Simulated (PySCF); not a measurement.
# Two-dimensional NMR puzzle

Compound of formula C$_{3}$H$_{3}$BF$_{2}$. Correlations simulated from computed shifts and couplings:

HSQC (one-bond C–H):
| δH | δC | ¹J(C,H) (Hz) |
| --- | --- | --- |
| 6.95 | 111.3 | 255 |
| 0.74 | 1.4 | 164 |

COSY cross peaks (|J| ≥ 2 Hz):
| δH | δH | abs. J (Hz) | bonds |
| --- | --- | --- | --- |
| 6.95 | 0.74 | 2.0 | 3 |

HMBC (two and three bonds, |J| ≥ 2.5 Hz):
| δH | δC [abs. J in Hz] |
| --- | --- |
| 6.95 | 111.3 [7.4], 1.4 [3.1] |

Level of theory: PBE0/pcSseg-1 with gauge-including orbitals, spin–spin couplings from B3LYP/pcJ-1, PBE0-D3(BJ)/def2-SVP structure, in PySCF 2.14.0 with density-fitted response routines (single conformer, equivalent nuclei averaged, non-relativistic Hamiltonian, in vacuum).

Shifts are taken against calculated references (same method and geometry level): ¹H (σ = 31.27 ppm), ¹³C (σ = 184.41 ppm) vs TMS.

Exchangeable hydrogens are left out of these lists, and C,H couplings along chains are those of one rotamer, so weak HMBC peaks may be missing or extra.

Q: Which molecule is this?

A: `FB(F)C1C=C1`.

Structure with atom numbers: `[F:1][B:2]([F:3])[CH:4]1[CH:5]=[CH:6]1`. Hydrogens are named by the atom that carries them.

δC 111.3 is C5/C6, an alkene CH (δH 6.95). δC 1.4 is C4, a three-membered-ring carbon (δH 0.74). COSY links 6.95–0.74.

The shifts were computed for this structure.

A carbon bonded to boron is broadened by the quadrupolar boron nucleus and is often missing from a measured spectrum. Unscaled 3J(H,H) at this level run about 10 % above measured values. Shifts are as computed. Against solution values, carbons near 30 ppm lie about +2 ppm off and those near 130 ppm about +5 ppm. Of 1211 compounds with measured shifts, 218 miss one by over three times the rms of a fit or turn the order of signals round; such compounds aren't used in these exercises. Only one conformer was computed, so three-bond couplings in flexible chains and rings are approximate.
